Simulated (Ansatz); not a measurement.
`CNC(N)=O` and `NC(=O)N[SiH3]` differ in one atom or group.

Ansatz, PBE0-D4/def2-TZVP geometries, multiplicity 1. Each molecule was computed in one conformer, which needn't be the lowest.

```json
{"property": "HOMO energy (PBE/def2-TZVPP) / eV", "`CNC(N)=O`": "-5.72"}
{"property": "size of the dipole moment (ωB97M-V/def2-TZVPP) / D", "`CNC(N)=O`": "3.81"}
{"property": "HOMO energy (PBE0/def2-TZVPP) / eV", "`CNC(N)=O`": "-7.25"}
{"property": "HOMO–LUMO gap (ωB97M-V/def2-TZVPP) / eV", "`CNC(N)=O`": "11.72"}
{"property": "size of the dipole moment (B3LYP/def2-TZVPP) / D", "`CNC(N)=O`": "3.80"}
{"property": "size of the dipole moment (PBE/def2-TZVPP) / D", "`CNC(N)=O`": "3.69"}
```

Problem. Give the same properties after the change, and the shifts. (Estimate.)

Solution. Computed: 
| property | `NC(=O)N[SiH3]` | shift |
| --- | --- | --- |
| HOMO energy (PBE/def2-TZVPP) / eV | -6.18 | -0.46 |
| size of the dipole moment (ωB97M-V/def2-TZVPP) / D | 4.15 | 0.34 |
| HOMO energy (PBE0/def2-TZVPP) / eV | -7.80 | -0.55 |
| HOMO–LUMO gap (ωB97M-V/def2-TZVPP) / eV | 11.88 | 0.16 |
| size of the dipole moment (B3LYP/def2-TZVPP) / D | 4.12 | 0.32 |
| size of the dipole moment (PBE/def2-TZVPP) / D | 4.04 | 0.35 |

With PBE0 the HOMO falls by 0.55 eV and the LUMO falls by 0.50 eV, so the gap widens by about 0.05 eV. PBE moves the HOMO by -0.46 eV and ωB97M-V by -0.58 eV. Dipoles are sizes alone; their direction can turn.

B3LYP here is the variant with VWN-RPA as its local correlation; programs differ in this.
